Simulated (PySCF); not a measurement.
**Krypton: highly charged ions in a basis for the neutral atom**

Kr⁵⁺ [Ar] 3d10 4s2 4p1, Kr⁶⁺ [Ar] 3d10 4s2. Calculation: PySCF 2.14, in cc-pVTZ-DK (6s5p3d1f, 43 functions); scalar relativity by spin-free X2C-1e. No spin-orbit coupling, so a gap to NIST mixes the basis error with missing relativistic terms.

Changed run: basis of the neutral atom used for a highly charged ion. This setting is unsound on purpose.

| species | method | sound run (hartree) | changed run (hartree) | converged |
| --- | --- | --- | --- | --- |
| Kr⁵⁺ | UHF | not run | -2781.38393 | yes |
| Kr⁵⁺ | BP86 | not run | -2783.39872 | yes |
| Kr⁵⁺ | M06-2X | not run | -2783.24275 | yes |
| Kr⁶⁺ | UHF | not run | -2778.55468 | yes |
| Kr⁶⁺ | BP86 | not run | -2780.53330 | yes |
| Kr⁶⁺ | M06-2X | not run | -2780.39249 | yes |

Ionisation energy of Kr⁵⁺:

| method | changed run (eV) | NIST (eV) |
| --- | --- | --- |
| UHF | 76.988 | 78.49 ± 0.2 |
| BP86 | 77.972 | 78.49 ± 0.2 |
| M06-2X | 77.560 | 78.49 ± 0.2 |

The contracted functions were made for the neutral atom and can be too rigid for a highly charged ion.
